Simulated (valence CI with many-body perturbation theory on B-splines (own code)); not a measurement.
**Eu XXIII: M1 decay**

Level of theory: relativistic CI+MBPT: five valence electrons over a frozen Dirac-Fock core [Kr], a basis of 7 s, 7 p, 8 d, 6 f, 4 g, 1 h functions for each j, with the one-electron correlation potential Σ1, the two-electron term Σ2, the three-electron term Σ3, Breit, model QED; selected CI, second order for the rest (own B-spline code, finite nucleus).

No measured spectrum was set against this ion. As an estimate, terms of the open shell hold to 2 to 4 % of their energy, and close levels can change places. Core correlation moves these levels by up to 11000 cm⁻¹, and in measured spectra 5 to 20 % of such shifts remained as error; rates that hang on mixing are uncertain with them. Only levels of the ground parity were solved; by the run's estimate the other parity begins above the list, which can be wrong where configurations are misplaced.

Lines 51 to 100 of 120 in falling wavelength, among levels below 288780 cm⁻¹, chosen from the decays that carry over 1 % of a level's rate. Wavelengths and rates use the calculated energies, so an error of 2000 cm⁻¹ moves a line at 181.4 nm by 3.6 % and its rate by three times that or more. S is in atomic units (e²a₀⁴ for E2 and M2, e²a₀⁶ for E3), for M1 in squared Bohr magnetons. Weak lines are less certain than strong ones. Lines between different terms over intervals too small for the method are left out, as are lines whose strength nearly cancels.

Levels are named by their leading jj configuration (3d3/2^4 stands for four electrons in 3d with j = 3/2), which in mixed levels can hold well under half, so a name can repeat and another be missing. Letters in brackets count levels of one name in rising energy.

```
λ vac (nm)                        Upper                        Lower  Type   A (s⁻¹)  S (a.u.)
     181.4    (4d3/2 4d5/2^4) J=5/2 [a]  (4d3/2^2 4d5/2^3) J=7/2 [a]    M1  1.51e+03  2.00e+00
     177.6  (4d3/2^2 4d5/2^3) J=5/2 [c]  (4d3/2^3 4d5/2^2) J=7/2 [b]    M1  7.35e+02  9.15e-01
     176.9     (4d3/2^2 4d5/2^3) J=13/2     (4d3/2^3 4d5/2^2) J=11/2    M1  3.43e+02  9.85e-01
     176.6  (4d3/2^2 4d5/2^3) J=3/2 [b]  (4d3/2^2 4d5/2^3) J=5/2 [a]    M1  4.73e+02  3.86e-01
     170.8  (4d3/2^2 4d5/2^3) J=3/2 [a]  (4d3/2^3 4d5/2^2) J=3/2 [a]    M1  2.93e+03  2.17e+00
     168.0  (4d3/2^2 4d5/2^3) J=9/2 [c]  (4d3/2^2 4d5/2^3) J=9/2 [a]    M1  2.90e+01  5.10e-02
     162.5  (4d3/2^2 4d5/2^3) J=5/2 [a]  (4d3/2^3 4d5/2^2) J=5/2 [a]    M1  3.06e+03  2.92e+00
     158.2  (4d3/2^2 4d5/2^3) J=7/2 [c]  (4d3/2^2 4d5/2^3) J=5/2 [a]    M1  2.44e+02  2.87e-01
     158.0       (4d3/2 4d5/2^4) J=11/2     (4d3/2^2 4d5/2^3) J=13/2    M1  9.33e+02  1.64e+00
     157.5    (4d3/2 4d5/2^4) J=3/2 [a]  (4d3/2^2 4d5/2^3) J=5/2 [b]    M1  1.40e+03  8.10e-01
     157.3  (4d3/2^2 4d5/2^3) J=5/2 [b]  (4d3/2^3 4d5/2^2) J=3/2 [a]    M1  4.22e+02  3.66e-01
     157.3    (4d3/2 4d5/2^4) J=7/2 [a]  (4d3/2^2 4d5/2^3) J=9/2 [a]    M1  2.60e+03  3.01e+00
     155.1  (4d3/2^3 4d5/2^2) J=7/2 [a]        (4d3/2^4 4d5/2) J=5/2    M1  6.55e+02  7.25e-01
     154.6    (4d3/2 4d5/2^4) J=5/2 [a]  (4d3/2^2 4d5/2^3) J=5/2 [a]    M1  4.88e+03  4.01e+00
     153.8  (4d3/2^2 4d5/2^3) J=9/2 [c]     (4d3/2^2 4d5/2^3) J=11/2    M1  2.17e+02  2.93e-01
     151.3  (4d3/2^2 4d5/2^3) J=5/2 [b]  (4d3/2^3 4d5/2^2) J=7/2 [a]    M1  7.37e+02  5.68e-01
     149.3  (4d3/2^3 4d5/2^2) J=3/2 [a]        (4d3/2^4 4d5/2) J=5/2    M1  3.45e+03  1.70e+00
     146.1  (4d3/2^2 4d5/2^3) J=9/2 [b]      (4d3/2^3 4d5/2^2) J=9/2    M1  2.71e+03  3.13e+00
     146.0    (4d3/2 4d5/2^4) J=3/2 [a]  (4d3/2^2 4d5/2^3) J=3/2 [a]    M1  3.33e+03  1.54e+00
     143.1       (4d3/2 4d5/2^4) J=11/2  (4d3/2^2 4d5/2^3) J=9/2 [a]    M1  1.05e+03  1.37e+00
     141.7  (4d3/2^2 4d5/2^3) J=7/2 [c]  (4d3/2^3 4d5/2^2) J=7/2 [b]    M1  1.13e+03  9.51e-01
     141.5  (4d3/2^2 4d5/2^3) J=7/2 [b]  (4d3/2^3 4d5/2^2) J=5/2 [b]    M1  4.10e+01  3.45e-02
     140.6  (4d3/2^2 4d5/2^3) J=7/2 [a]  (4d3/2^3 4d5/2^2) J=5/2 [a]    M1  2.82e+02  2.33e-01
     138.9  (4d3/2^2 4d5/2^3) J=7/2 [b]      (4d3/2^3 4d5/2^2) J=9/2    M1  6.04e+02  4.80e-01
     138.8    (4d3/2 4d5/2^4) J=5/2 [a]  (4d3/2^3 4d5/2^2) J=7/2 [b]    M1  5.40e+02  3.21e-01
     138.4    (4d3/2 4d5/2^4) J=7/2 [a]  (4d3/2^2 4d5/2^3) J=7/2 [a]    M1  2.09e+03  1.64e+00
     134.6    (4d3/2 4d5/2^4) J=3/2 [a]  (4d3/2^2 4d5/2^3) J=1/2 [a]    M1  3.49e+03  1.26e+00
     134.0  (4d3/2^2 4d5/2^3) J=9/2 [b]     (4d3/2^3 4d5/2^2) J=11/2    M1  9.61e+02  8.57e-01
     133.0  (4d3/2^3 4d5/2^2) J=3/2 [b]  (4d3/2^3 4d5/2^2) J=5/2 [a]    M1  2.65e+02  9.24e-02
     132.6       (4d3/2 4d5/2^4) J=11/2     (4d3/2^2 4d5/2^3) J=11/2    M1  4.23e+03  4.39e+00
     132.3  (4d3/2^2 4d5/2^3) J=3/2 [b]      (4d3/2^3 4d5/2^2) J=1/2    M1  3.33e+02  1.14e-01
     129.9  (4d3/2^3 4d5/2^2) J=5/2 [b]        (4d3/2^4 4d5/2) J=5/2    M1  1.33e+02  6.51e-02
     125.6  (4d3/2^2 4d5/2^3) J=9/2 [b]  (4d3/2^3 4d5/2^2) J=7/2 [a]    M1  9.51e+02  6.99e-01
     123.8  (4d3/2^2 4d5/2^3) J=3/2 [b]  (4d3/2^3 4d5/2^2) J=5/2 [b]    M1  1.88e+02  5.30e-02
     122.2    (4d3/2 4d5/2^4) J=7/2 [a]  (4d3/2^2 4d5/2^3) J=5/2 [a]    M1  2.28e+02  1.23e-01
     120.6  (4d3/2^2 4d5/2^3) J=1/2 [b]      (4d3/2^3 4d5/2^2) J=1/2    M1  1.23e+03  1.60e-01
     120.4  (4d3/2^2 4d5/2^3) J=5/2 [c]  (4d3/2^3 4d5/2^2) J=3/2 [a]    M1  6.14e+02  2.38e-01
     120.3  (4d3/2^2 4d5/2^3) J=7/2 [b]  (4d3/2^3 4d5/2^2) J=7/2 [a]    M1  3.35e+01  1.73e-02
     117.5  (4d3/2^2 4d5/2^3) J=9/2 [c]  (4d3/2^3 4d5/2^2) J=7/2 [b]    M1  1.12e+03  6.73e-01
     116.9  (4d3/2^2 4d5/2^3) J=5/2 [c]  (4d3/2^3 4d5/2^2) J=7/2 [a]    M1  2.11e+03  7.50e-01
     116.3  (4d3/2^2 4d5/2^3) J=3/2 [a]  (4d3/2^3 4d5/2^2) J=5/2 [a]    M1  2.26e+03  5.28e-01
     114.5  (4d3/2^2 4d5/2^3) J=7/2 [c]  (4d3/2^3 4d5/2^2) J=5/2 [b]    M1  4.60e+02  2.05e-01
     112.8  (4d3/2^2 4d5/2^3) J=7/2 [c]      (4d3/2^3 4d5/2^2) J=9/2    M1  1.43e+03  6.09e-01
     112.6    (4d3/2 4d5/2^4) J=5/2 [a]  (4d3/2^3 4d5/2^2) J=5/2 [b]    M1  2.65e+03  8.42e-01
     112.1    (4d3/2 4d5/2^4) J=7/2 [a]  (4d3/2^3 4d5/2^2) J=7/2 [b]    M1  4.62e+02  1.93e-01
     110.2  (4d3/2^2 4d5/2^3) J=3/2 [b]  (4d3/2^3 4d5/2^2) J=3/2 [a]    M1  5.97e+02  1.19e-01
     109.9  (4d3/2^2 4d5/2^3) J=5/2 [b]  (4d3/2^3 4d5/2^2) J=5/2 [a]    M1  7.76e+01  2.29e-02
     107.6    (4d3/2 4d5/2^4) J=3/2 [a]  (4d3/2^2 4d5/2^3) J=5/2 [a]    M1  5.87e+02  1.08e-01
     106.7  (4d3/2^3 4d5/2^2) J=7/2 [b]        (4d3/2^4 4d5/2) J=5/2    M1  1.94e+02  7.00e-02
     102.0  (4d3/2^2 4d5/2^3) J=1/2 [b]  (4d3/2^3 4d5/2^2) J=3/2 [a]    M1  3.14e+03  2.47e-01
```
